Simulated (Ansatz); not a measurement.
Job for Ansatz (a program for electronic structure): R-wB97M-V/def2-TZVPP on BH2I (SMILES BI), atoms moved off the minimum. Elements past Kr take the def2 small-core potentials; no spin–orbit coupling.

Ansatz 0.2 input:
```yaml
crystal:
  periodic: [false, false, false]
  atoms:
    - {symbol: B, position_ang: [-1.04106670, -1.54022370, 0.20083157]}
    - {symbol: H, position_ang: [-0.61416823, -2.29719104, 1.07496214]}
    - {symbol: H, position_ang: [-1.95811402, -1.71960580, -0.43787160]}
    - {symbol: I, position_ang: [0.13722486, 0.16720766, -0.00482380]}
basis:
  gaussian:
    orbitals: def2-TZVPP
hamiltonian:
  xc: {name: wB97M-V}
scf: {lower_state_search: off}
output: {forces: true}
```

The head of its log:

```
WARN ansatz: RAYON_NUM_THREADS=1 ignored (pool sized by the plan → 1); use --threads N
Functional definition: wB97M-V
these checks for a lower state are left out or cut short: stability, starts, cluster_reference, orbital_swaps, neighbouring_geometries, increment
integrals: 0.04 GiB planned
676 factors; their error is unknown
integrals: 0.07 GiB planned
161 factors; integrals over basis functions are off by at most 5.3e-5 eV
mean field: 0.40 GiB planned
mean field evaluation 1: about -8808.5595 eV, gradient 8.8e0 eV
mean field evaluation 2: about -8808.7878 eV, gradient 2.8e0 eV
```

Question: Give the final energy of this run.

Answer: -323.7239 hartree.
